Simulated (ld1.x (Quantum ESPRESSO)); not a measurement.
Zr (Z = 40): excitation energies, all-electron against RRKJ

* Element: Zr (Z = 40)
* Generator: ld1.x (Quantum ESPRESSO) 7.5
* Type: norm-conserving RRKJ (Kleinman–Bylander form)
* Functional: LDA (PZ)
* Relativity: scalar-relativistic
* Frozen core: [Ar] 3d10
* Valence charge: 12
* Reference configuration: 4s2 4p6 4d2 5s0 5p0 (charge +2)
* Partial waves: 4s (bound): rc 1.40 bohr; 4p (bound): rc 2.90 bohr; 4d (bound): rc 2.80 bohr
* Local potential: the d channel
* Core correction: Bessel-smoothed model core, default radius (core density twice the valence density)
* rho0: 0.01

Energies are relative to the spin-unpolarised reference configuration 4s2 4p6 4d2 5s0 5p0; without spin polarisation the order of configurations can differ from experiment. Spin-polarised rows fill each open shell by Hund’s rule, majority spin first.

```csv
valence configuration,charge,ΔE all-electron (eV),error AE − PS (meV)
4s2 4p6 4d2 5s2 5p0,0,-20.593,-82
4s2 4p6 4d1 5s0 5p0,+3,22.820,+7.8
4s2 4p6 4d1 5s2 5p1,0,-17.528,-244
4s1 4p6 4d2 5s2 5p0,+1,39.977,-2.2
4s2 4p6 4d2 5s1 5p1,0,-17.476,-203
4s2 4p6 4d3 5s0 5p0,+1,-12.784,-9.3
4s2 4p6 4d2 5s2 5p0 (spin-polarised),0,-21.077,-71
```

(1) What are ΔE and the potential's error for 4s2 4p6 4d2 5s0 5p0 (spin-polarised)?

(2) What are ΔE and the potential's error for 4s2 4p6 4d2 5s1 5p0?

Levels in the configuration 4s2 4p6 4d2 5s1 5p1:

| level | all-electron (eV) | pseudo (eV) |
| --- | --- | --- |
| 4s | -55.753 | -55.855 |
| 4p | -33.733 | -33.846 |
| 4d | -4.802 | -4.926 |
| 5s | -5.339 | -5.400 |
| 5p | -2.141 | -2.054 |

Answers

(1) ΔE = -0.622 eV all-electron; the error (AE − PS) is +15 meV.

(2) ΔE = -13.241 eV all-electron; the error (AE − PS) is -35 meV.
